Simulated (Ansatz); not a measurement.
Cu(Cl) anion (ClCu), SMILES [Cl][Cu] (connectivity only; charge and spin as stated), charge -1, multiplicity 2.

The structure is a stationary point at PBE0-D3(BJ)/def2-TZVPD. The multiplicity is an assumed one; other spin states were not compared.

Two levels are set side by side: PBE/def2-TZVPD (Ansatz, a program for electronic structure) and CAM-B3LYP/def2-TZVPD (Ansatz). Energy differences of separate SCF runs at the same geometry; the states with an electron removed or added have multiplicity 1. Differences are taken from unrounded values.

| quantity | CAM-B3LYP |
|---|---|
| vertical ionisation energy (eV) | 1.49 |

Question: What does PBE give, and how far is it from CAM-B3LYP? (The exact figures need the calculation; the answer reports its results.)

Answer: 
```json
[
 {"quantity": "vertical ionisation energy (eV)", "PBE": "1.54", "PBE minus CAM-B3LYP": "0.05"}
]
```
